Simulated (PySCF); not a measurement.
UHF on C (carbon, neutral)

Configuration: [He] 2s2 2p2, high-spin 3P determinant. Calculation: PySCF 2.14, in aug-cc-pVTZ with one added diffuse shell each of s, p, d, f type (6s5p4d3f, 62 functions); no relativity, point nucleus.

```
Total energy                                                  : -37.691821 hartree
One-electron energy                                           : -50.4443 hartree
Hartree (Coulomb) energy                                      : 17.8278 hartree
Exchange energy                                               : -5.0753 hartree
Kinetic energy                                                : 37.68280 hartree
⟨S²⟩                                                          : 2.0103
⟨L²⟩                                                          : 2.018
Sum of ⟨r⟩                                                    : 7.143 bohr
Sum of ⟨r²⟩                                                   : 13.79 bohr²
Traceless quadrupole moment −½Σ⟨3z² − r²⟩ along its main axis : 1.49 e·bohr²
Density at the nucleus (Gaussians lack the cusp)              : 123 bohr⁻³
Spin density at the nucleus                                   : 0.00604 bohr⁻³
Langevin diamagnetic susceptibility                           : -10.9 ×10⁻⁶ cm³/mol
```

```tsv
shell	electrons	mean orbital energy (hartree)	rms radius, mean of both spins (bohr)
1s α	1	-11.34652	0.312
1s β	1	-11.30152	0.312
2s α	1	-0.82957	1.76
2s β	1	-0.58410	1.76
2p α	2	-0.43880	1.92
```

Spin-orbit constants ζ (cm⁻¹) from the X2C one-electron operator on these orbitals (non-relativistic here): bare nucleus, nucleus screened by l(l+1)(2l+1)/3 electrons, and screened by the Breit-Pauli mean field of the electrons.

```
shell   bare  screened nucleus  mean field
   2p  58.62             39.08       30.74
```

To first order the Landé constant is A = 15.37 cm⁻¹, so the lowest level has J = 0 and lies 0.00381 eV below the centre of the term. This holds in LS coupling only.
